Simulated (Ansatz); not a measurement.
CH4OSiTe can be A, `[TeH][SiH]1CO1`, or B, `O=C[Te][SiH3]`.

Program: Ansatz. Geometries: PBE0-D4/def2-TZVP. ΔE: electronic, gas phase. CBS: MP2 limit from def2 TZ/QZ plus the TZ coupled-cluster correction, frozen cores. DFT in def2-TZVPP. B3LYP here is the variant with VWN-RPA as its local correlation; programs differ in this. Elements past krypton have def2 core potentials. For Te outer-core shells are correlated without core-valence functions, which leaves a few kJ/mol of doubt a bond. Each species was taken in one conformer, which may not be the lowest.

A:

```xyz
8

Te   -0.8696   -0.7042    2.3500
Si   -0.0055    0.6489    0.4805
C     0.5525   -0.0040   -1.1056
O    -0.7802    0.6332   -0.9836
H    -1.0342   -2.0171    1.3522
H     0.4205    1.9662    1.0033
H     0.4923   -1.0665   -1.3332
H     1.2243    0.5433   -1.7637
```

B:

```xyz
8

O     0.968    2.549    1.440
C     0.522    1.624    0.848
Te    1.392   -0.354    0.900
Si   -0.357   -1.264   -0.625
H    -0.383    1.672    0.210
H    -1.241   -0.104   -0.927
H    -1.140   -2.338    0.033
H     0.239   -1.785   -1.879
```

Task: Which is lower in electronic energy at CCSD(T)/CBS, and by how much? (Estimate.)

Result: Computed: A, by 20.2 kJ/mol.

Task: Give E(B) − E(A) in kJ/mol with CCSD/def2-TZVPP, PBE-D4, r2SCAN-D4, B3LYP, B3LYP-D4, ωB97M-V, PBE0-D4. (Best estimate.)

Result: Computed: CCSD/def2-TZVPP 20.7, PBE-D4 3.3, r2SCAN-D4 12.6, B3LYP 3.2, B3LYP-D4 2.5, ωB97M-V 24.5, PBE0-D4 17.8. None reverses the order clearly.

Largest T1 diagnostic: 0.016.

From PBE to PBE0 (25 % exact exchange), in def2-TZVPP and without D4, E(B) − E(A) moves by +14.4 kJ/mol. In def2-TZVPP, CCSD(T) changes the Hartree–Fock value by +10.0 kJ/mol (the triples alone add −4.3 kJ/mol) and MP2 by +15.8 kJ/mol.
